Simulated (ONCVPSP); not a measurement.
**Transferability test, ONCV potential for copper (Cu)**

ONCVPSP 4.0.1 input, shortened (lines: element, Z, core and valence counts, functional; n l f; lmax; l rc ep ncon nbas qcut; lloc lpopt rc5 dvloc0; l nproj debl; icmod fcfact rcfact), LDA (Perdew-Zunger), scalar-relativistic:

```
  Cu 29.00    3    4        3      upf
    1    0    2.00
    2    0    2.00
    2    1    6.00
    3    0    2.00
    3    1    6.00
    3    2   10.00
    4    0    1.00
    2
    0    1.30    0.00    4    8    8.30
    1    1.05    0.00    4    8   12.10
    2    1.55    0.00    4    8    8.20
    4    5    0.90    0.00
    0    2    0.80
    1    3    0.90
    2    2    0.50
    2    0.40    1.20
```

In the p channel the program set the typed energies aside and used -2.647, 0.250, 1.150 Ha.

Energies are relative to the spin-unpolarised reference configuration 3s2 3p6 3d10 4s1; without spin polarisation the order of configurations can differ from experiment. Not all tests gave a result: 1 of 4 tests not solved or not reliable.

```csv
valence configuration,charge,ΔE all-electron (eV),error AE − PS (meV)
3s2 3p6 3d10 4s0,+1,8.436,+10.0
3s2 3p6 3d9 4s0,+2,30.123,+16
3s2 3p5 3d10 4s1,+1,79.467,-403
```
